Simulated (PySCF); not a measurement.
## Basis-set dependence of population analyses: `C[SiH2]C=O`

Compound: C2H6OSi.
Bonds: C1–Si2, Si2–C3, C3–O4 (double). Hydrogens: H5, H6, H7 on C1; H8, H9 on Si2; H10 on C3.

PBE0 throughout (PySCF), one geometry, spherical d and f functions. Isolated species at its PBE0-D3(BJ)/def2-SVP geometry (one conformer only). Atoms taken as equivalent share a column and are averaged.

Mulliken charges (e):

| basis | functions | C1 | Si2 | C3 | O4 | H5/H6/H7 | H8/H9 | H10 |
| --- | --- | --- | --- | --- | --- | --- | --- | --- |
| STO-3G | 30 | -0.397 | +0.591 | -0.065 | -0.180 | +0.079 | -0.117 | +0.048 |
| 6-31G | 52 | -0.812 | +0.668 | -0.056 | -0.359 | +0.208 | -0.101 | +0.137 |
| pcSseg-0 | 52 | -1.171 | +0.853 | -0.206 | -0.433 | +0.273 | -0.035 | +0.208 |
| 6-31G* | 72 | -0.764 | +0.459 | +0.029 | -0.352 | +0.210 | -0.067 | +0.131 |
| cc-pVDZ | 90 | -0.262 | +0.281 | +0.030 | -0.199 | +0.076 | -0.048 | +0.019 |
| def2-SVP | 90 | -0.355 | +0.414 | -0.014 | -0.225 | +0.089 | -0.061 | +0.037 |
| aug-cc-pVDZ | 150 | +0.425 | +0.141 | +0.387 | -0.421 | -0.210 | +0.199 | -0.300 |
| 6-311+G(2d,p) | 152 | -0.716 | +0.600 | -0.079 | -0.297 | +0.172 | -0.063 | +0.101 |
| def2-TZVP | 166 | -0.492 | +0.211 | +0.042 | -0.254 | +0.149 | -0.016 | +0.079 |
| cc-pVTZ | 208 | -0.378 | +0.247 | +0.055 | -0.240 | +0.114 | -0.033 | +0.041 |
| IGLO-III | 209 | -0.615 | +0.735 | +0.053 | -0.365 | +0.152 | -0.163 | +0.061 |

IAO charges (e):

```json
{"basis": "STO-3G", "functions": "30", "C1": "-0.651", "Si2": "+0.717", "C3": "-0.148", "O4": "-0.175", "H5/H6/H7": "+0.136", "H8/H9": "-0.117", "H10": "+0.083"}
{"basis": "6-31G", "functions": "52", "C1": "-0.700", "Si2": "+0.576", "C3": "-0.011", "O4": "-0.328", "H5/H6/H7": "+0.170", "H8/H9": "-0.078", "H10": "+0.107"}
{"basis": "pcSseg-0", "functions": "52", "C1": "-0.703", "Si2": "+0.573", "C3": "-0.022", "O4": "-0.309", "H5/H6/H7": "+0.169", "H8/H9": "-0.075", "H10": "+0.103"}
{"basis": "6-31G*", "functions": "72", "C1": "-0.706", "Si2": "+0.689", "C3": "+0.012", "O4": "-0.352", "H5/H6/H7": "+0.163", "H8/H9": "-0.112", "H10": "+0.090"}
{"basis": "cc-pVDZ", "functions": "90", "C1": "-0.704", "Si2": "+0.683", "C3": "+0.013", "O4": "-0.346", "H5/H6/H7": "+0.162", "H8/H9": "-0.111", "H10": "+0.089"}
{"basis": "def2-SVP", "functions": "90", "C1": "-0.698", "Si2": "+0.698", "C3": "+0.011", "O4": "-0.345", "H5/H6/H7": "+0.160", "H8/H9": "-0.116", "H10": "+0.087"}
{"basis": "aug-cc-pVDZ", "functions": "150", "C1": "-0.716", "Si2": "+0.686", "C3": "+0.024", "O4": "-0.371", "H5/H6/H7": "+0.166", "H8/H9": "-0.109", "H10": "+0.096"}
{"basis": "6-311+G(2d,p)", "functions": "152", "C1": "-0.728", "Si2": "+0.717", "C3": "+0.017", "O4": "-0.373", "H5/H6/H7": "+0.168", "H8/H9": "-0.116", "H10": "+0.096"}
{"basis": "def2-TZVP", "functions": "166", "C1": "-0.731", "Si2": "+0.726", "C3": "+0.016", "O4": "-0.371", "H5/H6/H7": "+0.168", "H8/H9": "-0.119", "H10": "+0.095"}
{"basis": "cc-pVTZ", "functions": "208", "C1": "-0.729", "Si2": "+0.712", "C3": "+0.016", "O4": "-0.366", "H5/H6/H7": "+0.168", "H8/H9": "-0.116", "H10": "+0.094"}
{"basis": "IGLO-III", "functions": "209", "C1": "-0.732", "Si2": "+0.727", "C3": "+0.015", "O4": "-0.373", "H5/H6/H7": "+0.168", "H8/H9": "-0.119", "H10": "+0.096"}
```

Hirshfeld charges (e):

| basis | functions | C1 | Si2 | C3 | O4 | H5/H6/H7 | H8/H9 | H10 |
| --- | --- | --- | --- | --- | --- | --- | --- | --- |
| STO-3G | 30 | -0.119 | +0.360 | +0.014 | -0.137 | +0.015 | -0.082 | 0.000 |
| 6-31G | 52 | -0.186 | +0.305 | +0.047 | -0.206 | +0.050 | -0.072 | +0.036 |
| pcSseg-0 | 52 | -0.189 | +0.334 | +0.042 | -0.197 | +0.044 | -0.073 | +0.026 |
| 6-31G* | 72 | -0.186 | +0.304 | +0.051 | -0.207 | +0.051 | -0.075 | +0.034 |
| cc-pVDZ | 90 | -0.197 | +0.326 | +0.044 | -0.193 | +0.049 | -0.079 | +0.028 |
| def2-SVP | 90 | -0.201 | +0.334 | +0.049 | -0.201 | +0.050 | -0.079 | +0.028 |
| aug-cc-pVDZ | 150 | -0.214 | +0.338 | +0.042 | -0.210 | +0.051 | -0.074 | +0.037 |
| 6-311+G(2d,p) | 152 | -0.205 | +0.338 | +0.043 | -0.214 | +0.050 | -0.075 | +0.037 |
| def2-TZVP | 166 | -0.208 | +0.333 | +0.044 | -0.209 | +0.052 | -0.075 | +0.036 |
| cc-pVTZ | 208 | -0.208 | +0.331 | +0.044 | -0.206 | +0.052 | -0.075 | +0.034 |
| IGLO-III | 209 | -0.211 | +0.334 | +0.044 | -0.213 | +0.051 | -0.072 | +0.036 |

ESP-fitted charges (e):

| basis | functions | C1 | Si2 | C3 | O4 | H5/H6/H7 | H8/H9 | H10 |
| --- | --- | --- | --- | --- | --- | --- | --- | --- |
| STO-3G | 30 | -0.364 | +0.453 | +0.185 | -0.251 | +0.083 | -0.120 | -0.032 |
| 6-31G | 52 | -0.481 | +0.458 | +0.342 | -0.421 | +0.131 | -0.136 | -0.019 |
| pcSseg-0 | 52 | -0.663 | +0.607 | +0.269 | -0.403 | +0.169 | -0.157 | -0.001 |
| 6-31G* | 72 | -0.498 | +0.463 | +0.268 | -0.364 | +0.136 | -0.133 | -0.012 |
| cc-pVDZ | 90 | -0.446 | +0.435 | +0.258 | -0.349 | +0.123 | -0.127 | -0.013 |
| def2-SVP | 90 | -0.457 | +0.459 | +0.281 | -0.369 | +0.124 | -0.134 | -0.018 |
| aug-cc-pVDZ | 150 | -0.444 | +0.448 | +0.301 | -0.395 | +0.122 | -0.132 | -0.013 |
| 6-311+G(2d,p) | 152 | -0.470 | +0.467 | +0.281 | -0.393 | +0.129 | -0.135 | -0.004 |
| def2-TZVP | 166 | -0.464 | +0.466 | +0.279 | -0.383 | +0.127 | -0.136 | -0.008 |
| cc-pVTZ | 208 | -0.468 | +0.469 | +0.263 | -0.371 | +0.128 | -0.136 | -0.006 |
| IGLO-III | 209 | -0.456 | +0.462 | +0.282 | -0.389 | +0.125 | -0.134 | -0.007 |

Some averages cover members that differ in this geometry, most widely: H5/H6/H7, Mulliken in aug-cc-pVDZ -0.304 to -0.164 e.

Which scheme is steadiest as the basis changes?

Largest range over the bases for any column: Hirshfeld 0.09 e, IAO 0.20 e, ESP-fitted 0.30 e, Mulliken 1.60 e. Hirshfeld charges move least and Mulliken charges most, counted in e. Without the minimal STO-3G basis the ranges are Hirshfeld 0.03, IAO 0.15, ESP-fitted 0.22, Mulliken 1.60 e.

How much do the charges still move between the two largest bases, cc-pVTZ and IGLO-III?

At most, over all atoms: Mulliken 0.487 e, IAO 0.015 e, Hirshfeld 0.007 e, ESP-fitted 0.019 e.

What do the same runs give for the total energy, the frontier levels and the dipole moment?

```tsv
basis	energy (Eh)	HOMO (eV)	LUMO (eV)	μ (D)
STO-3G	-438.8967	-3.70	2.57	1.36
6-31G	-444.1118	-6.79	-1.17	1.97
pcSseg-0	-443.4968	-6.94	-1.33	2.14
6-31G*	-444.1903	-6.70	-1.07	1.74
cc-pVDZ	-444.2180	-6.71	-1.14	1.67
def2-SVP	-444.0073	-6.82	-1.25	1.76
aug-cc-pVDZ	-444.2322	-6.97	-1.52	1.90
6-311+G(2d,p)	-444.2722	-7.00	-1.55	1.93
def2-TZVP	-444.2859	-6.96	-1.48	1.84
cc-pVTZ	-444.2825	-6.91	-1.40	1.80
IGLO-III	-444.2907	-6.98	-1.53	1.91
```

The dipole is fixed by the density alone, so its range of 0.78 D shows that the density itself changes with the basis, not only its division among atoms.
